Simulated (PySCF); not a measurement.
The vertical singlet excitations below were computed for one of the candidates. Method: TDDFT CAM-B3LYP/def2-SVPD, vertical, gas phase, core orbitals frozen in the response in PySCF. Geometries: PBE0-D3(BJ)/def2-SVP, one conformer each. Relativistic effects are left out although some hold elements past zinc.

```
state  ν̃ (cm⁻¹)       f  main configurations (H = HOMO, L = LUMO)
   S1      47900  0.0003                               H→L+1 (90%)
   S2      51510   0.211                                 H→L (96%)
   S3      53940  0.0034                H-1→L (87%), H-1→L+1 (10%)
   S4      54490  0.0011                H-1→L+1 (82%), H-1→L (11%)
   S5      60230  0.0074                               H→L+2 (90%)
   S6      64070  0.0058                  H-3→L (64%), H-2→L (28%)
   S7      66440  0.0085              H-2→L+1 (62%), H-3→L+1 (10%)
   S8      66810   0.034   H→L+3 (54%), H→L+4 (15%), H-1→L+2 (10%)
   S9      67130   0.025  H-1→L+2 (34%), H-2→L (16%), H-1→L+4 (9%)
  S10      67230   0.030     H→L+4 (38%), H→L+3 (31%), H→L+5 (11%)
```

Triplets computed (Tamm–Dancoff): 4.06, 5.40, 6.02, 6.59 eV.

Problem. Which structure fits?
A. `FC1=CC=C[SiH2]1`
B. `C=C(Br)C(F)F`
C. `C1C(C1)B(F)F`

Solution. B. Its S1 lies at 5.94 eV; the nearest of the others has S1 at 4.29 eV. S1 is HOMO→LUMO+1 (90%). Löwdin shares by element: HOMO bromine 48%, carbon 46% or more; LUMO carbon 63% or more, bromine 10%, hydrogen 7% or more (atoms not listed hold the other 20%). At the same level the other candidates give, for their lowest levels:
- `FB(F)C1CC1`: 8.03 eV (f 0.008); 8.25 eV (f 0.245); 8.50 eV (f 0.000); 8.55 eV (f 0.004); 8.87 eV (f 0.003); T1 7.22 eV; HOMO -10.36, LUMO 1.09 eV
- `FC1=CC=C[SiH2]1`: 4.29 eV (f 0.054); 5.79 eV (f 0.000); 6.17 eV (f 0.008); 6.39 eV (f 0.000); 6.59 eV (f 0.005); HOMO -7.99, LUMO -0.53 eV

Conformer computed: `[CH2:1]=[C:2]([Br:3])[CH:4]([F:5])[F:6]`: C1–C2–C4–F5 1°.
